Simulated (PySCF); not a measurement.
Stationary points of HfOBr₂

Level of theory: PBE0/[Hf def2-SVP with ECP60, O def2-SVP, Br def2-SVP], scalar-relativistic core potentials, density fitting, no spin–orbit coupling, PySCF.

Relaxations began from a few typed shapes. The search is not exhaustive: other isomers or separated fragments can lie lower, and high-lying points may rest on an excited occupation.

(1) Order these stationary points by electronic energy, lowest first, in kJ/mol from the lowest minimum.
A. singlet Cs: Hf–Br 2.518 Å (×2), Hf–O 1.743 Å; Br–Hf–Br 118.9°, Br–Hf–O 110.9° (×2)
B. singlet C2v: Hf–Br 2.533 Å (×2), Hf–O 1.744 Å; Br–Hf–Br 130.3°, Br–Hf–O 114.8° (×2)

(2) Which of them are minima?

Results:

(1) A (0.0), B (3.9).

(2) By energy in kJ/mol, 0.0: minimum; 3.9: saddle point, 1 imaginary mode.

Formally Hf is in oxidation state +4, d0. The polar-tensor charge on Hf, 2.00, is far below the formal one.

For the lowest minimum: stability towards spin polarisation was not tested. No spin–orbit coupling is included, which matters more the heavier the element.
